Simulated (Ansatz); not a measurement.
Two structures of BSiH5OF2, closed shell, reached by relaxing down either side of one saddle point (PBE0-D4/def2-TZVP). Energies are electronic, without zero-point energy. Ansatz 0.2.0; basis: def2-TZVPP and def2-QZVPP; cores frozen in the correlated methods. Extrapolation: Hartree–Fock as exp(−7.88 √X), correlation as X^−2.97. First:

```xyz
10
angstrom
B 0.0358 0.7167 -1.6328
O 1.1793 1.4236 -1.6727
F 0.0796 -0.5939 -1.7760
F -1.1498 1.2905 -1.4704
H 0.2114 0.2705 1.1020
Si -0.2408 -1.0486 1.6200
H 1.0485 2.3677 -1.5568
H 0.7705 -2.0797 1.2834
H -0.3877 -0.9520 3.0945
H -1.5469 -1.3949 1.0087
```

Second:

B1  (-0.450, 0.164, -0.649)
O2  (1.143, 1.146, -0.398)
F3  (-0.160, -0.345, -1.869)
F4  (-1.308, 1.212, -0.673)
H5  (0.880, 2.074, -0.372)
Si6  (-0.443, -1.074, 0.972)
H7  (1.659, 1.019, -1.204)
H8  (0.767, -1.944, 0.975)
H9  (-0.447, -0.293, 2.241)
H10  (-1.641, -1.960, 0.978)
(Å)

Which bonds change from the first to the second?

BHOF₂ ([OH][B]([F])[F]) + SiH₄ → BSiH₃F₂ ([F][B]([F])[SiH3]) + H₂O; bonds formed: B1–Si6, O2–H5; bonds broken: B1–O2, H5–Si6.

Give the saddle point's structure and its height above each. (Judge from chemistry; the value comes from the calculation.)

Computed: 2.667 eV above the first and 1.294 eV above the second (CCSD(T) at an estimated basis limit (MP2 extrapolated from triple and quadruple zeta, plus CCSD(T) − MP2 in triple zeta)).
B1  (-0.166, 0.247, -0.965)
O2  (1.117, 1.106, -0.875)
F3  (-0.043, -0.732, -1.869)
F4  (-1.267, 1.027, -1.016)
H5  (0.826, 0.486, 0.115)
Si6  (-0.229, -0.824, 1.055)
H7  (0.873, 2.036, -0.767)
H8  (0.791, -1.883, 1.267)
H9  (-0.361, -0.014, 2.298)
H10  (-1.542, -1.451, 0.757)
(Å)

T1 diagnostic: at most 0.013.

Labels in which every atom is bracketed show which atoms are joined, not bond orders.

For scale, one of the runs: CCSD(T)/def2-TZVPP, 236 basis functions, launched by `ansatz run in.yaml --threads 4 --pin off --events-out ev --progress --plain --max-ram 9574MiB`. The run took 33 s on 4 CPU threads of an Intel Xeon 6975P-C (shared host), with 4.9 GiB of host memory at its peak.
